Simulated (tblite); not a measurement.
Species: C₇H₁₄FP.
Atom-mapped SMILES: `[CH3:1][CH2:2]/[C:3]([F:4])=[P:5]\[C:6]([CH3:7])([CH3:8])[CH3:9]` (hydrogens: H10, H11, H12 on C1; H13, H14 on C2; H15, H16, H17 on C7; H18, H19, H20 on C8; H21, H22, H23 on C9)

Structure used (GFN2-xTB), in Å, numbered top down from 1:
```
atom  x, y, z in Å
C1     2.9387   -0.6427    0.5512
C2     2.1195    0.4602   -0.1264
C3     1.3506   -0.0899   -1.2813
F4     2.2013   -0.3988   -2.3087
P5    -0.2396   -0.4759   -1.6612
C6    -1.3185    0.0149   -0.1716
C7    -0.9203   -0.7185    1.1074
C8    -2.7282   -0.4365   -0.5736
C9    -1.3289    1.5304    0.0237
H10    2.2844   -1.4148    0.9504
H11    3.5266   -0.2258    1.3654
H12    3.6136   -1.1018   -0.1671
H13    2.8033    1.2235   -0.5111
H14    1.4538    0.9294    0.5945
H15    0.0418   -0.3891    1.4872
H16   -1.6682   -0.5382    1.8789
H17   -0.8699   -1.7917    0.9292
H18   -3.0317    0.0355   -1.5066
H19   -3.4483   -0.1664    0.1972
H20   -2.7604   -1.5158   -0.7119
H21   -2.0450    1.7979    0.8000
H22   -0.3544    1.9131    0.3157
H23   -1.6251    2.0281   -0.8985
```

Level: GFN2-xTB in tblite, geometry and Hessian alike; calculated harmonic values, unscaled, isolated species. The method is semi-empirical: single wavenumbers can be off by several per cent or more. One conformer, not necessarily the lowest.

Harmonic wavenumbers (cm⁻¹): 54.0, 89.1, 108.1, 149.6, 173.9, 191.5, 207.8, 212.3, 245.4, 249.6, 287.5, 291.9, 349.6, 395.6, 407.1, 443.4, 507.0, 612.3, 724.3, 814.8, 854.8, 957.9, 959.2, 965.1, 991.3, 1021.6, 1025.1, 1027.5, 1069.9, 1128.1, 1191.5, 1215.5, 1228.9, 1229.3, 1284.6, 1333.2, 1405.0, 1407.1, 1408.2, 1427.1, 1461.5, 1485.4, 1487.1, 1488.9, 1494.1, 1499.6, 1500.7, 1503.7, 1508.0, 2949.9, 3003.0, 3006.1, 3013.7, 3014.2, 3018.2, 3021.2, 3024.3, 3025.4, 3034.1, 3036.7, 3042.8, 3048.3, 3061.3.

A = 2059, B = 888.4, C = 751.8 MHz; mass 148.082 u (most abundant isotopes); point group C1, symmetry number 1.

What is the zero-point energy?

Half the sum of the wavenumbers: 42687 cm⁻¹ = 122.05 kcal/mol.

What is S at 400 K and 1 bar for an ideal gas of classical rigid rotors and harmonic oscillators?

Translation 42.37, rotation 30.71, vibration 48.87: S = 122.0 cal/(mol K).

And Cp and H(400 K) − H(0)?

Cp = 56.58 cal/(mol K), of which vibrations give 48.63 (their classical limit is 63 R = 125.2); H(400 K) − H(0) = 13.47 kcal/mol without the zero-point energy, 10.29 from vibrations.

Which modes carry the vibrational entropy at 400 K?

54.0 cm⁻¹: 5.25; 89.1 cm⁻¹: 4.26; 108.1 cm⁻¹: 3.88; 149.6 cm⁻¹: 3.24; 173.9 cm⁻¹: 2.95; 191.5 cm⁻¹: 2.77 cal/(mol K); the other 57 give 26.53 together.

What must be added to the electronic energy to get the Gibbs energy at 400 K and 1 bar?

ZPE + [H(400 K) − H(0)] − T·S = 122.05 + 13.47 − 48.78 = 86.74 kcal/mol.

Blend soft modes into free rotors: weight 1/[1 + (100 cm⁻¹/ν̃)⁴] for the oscillator and the rest for a rotor with moment μB/(μ + B), μ = h/(8π²ν), B = 10⁻⁴⁴ kg m². What vibrational entropy results?

46.41 cal/(mol K) in place of 48.87, which changes −T·S at 400 K by +0.99 kcal/mol.

Hindered rotation and anharmonicity are outside this model. Other conformers, if any are populated, would add a mixing term that is left out. The structure is chiral; the term R ln 2 for an equal mix with its mirror image is left out.
